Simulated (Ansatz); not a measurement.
Input for Ansatz (a first-principles code): R-r2SCAN/def2-TZVPPD on C2H3ClO (a complex), monomers drawn apart or pushed together. Files ending in .json are basis or fitting sets from the Basis Set Exchange.

Ansatz 0.2 input:
```yaml
crystal:
  periodic: [false, false, false]
  atoms:
    - {symbol: C, position_ang: [0.16091069, 0.53450818, 0.03766911]}
    - {symbol: O, position_ang: [-0.42834911, -0.07465605, -0.70153484]}
    - {symbol: C, position_ang: [1.53378274, -0.17722178, 5.66782220]}
    - {symbol: Cl, position_ang: [0.55144127, -1.60757396, 5.20563652]}
    - {symbol: H, position_ang: [1.02083141, 0.34143087, 6.47204345]}
    - {symbol: H, position_ang: [2.50757207, -0.52633403, 5.99759883]}
    - {symbol: H, position_ang: [1.62749728, 0.46073412, 4.79454109]}
basis:
  gaussian:
    orbitals: def2-TZVPPD.json
hamiltonian:
  xc: {name: r2SCAN}
scf: {lower_state_search: off}
```

Output:

```
WARN ansatz: RAYON_NUM_THREADS=1 ignored (pool sized by the plan → 1); use --threads N
Functional definition: r2SCAN
these checks for a lower state are left out or cut short: stability, starts, cluster_reference, orbital_swaps, neighbouring_geometries, increment
integrals: 0.10 GiB planned
1033 factors; their error is unknown
mean field: 0.78 GiB planned
mean field evaluation 1: about -16684.4595 eV, gradient 5.7e1 eV
mean field evaluation 2: about -16672.7488 eV, gradient 9.3e1 eV
mean field evaluation 4: about -16690.7942 eV, gradient 8.4e0 eV
mean field evaluation 8: about -16690.9157 eV, gradient 4.9e-1 eV
mean field evaluation 16: about -16690.9160 eV, gradient 1.7e-5 eV
mean field -16690.91600026 eV, -613.3798495004 hartree, gradient 6.9e-6 eV, S^2 0.000000; 0 other end points of the search recorded, 0 dependent functions left out
reference -16690.91602401 eV, -613.3798503730 hartree; 20, 20 occupied and 196, 196 virtual orbitals, 1033 factors
Total energy: -16690.91602401 eV, -613.3798503730 hartree
Checks for a lower state left out: stability, starts, cluster_reference, orbital_swaps, neighbouring_geometries, increment
```

The calculation finished and met its thresholds.

Cost: around 4 core-seconds (rough).
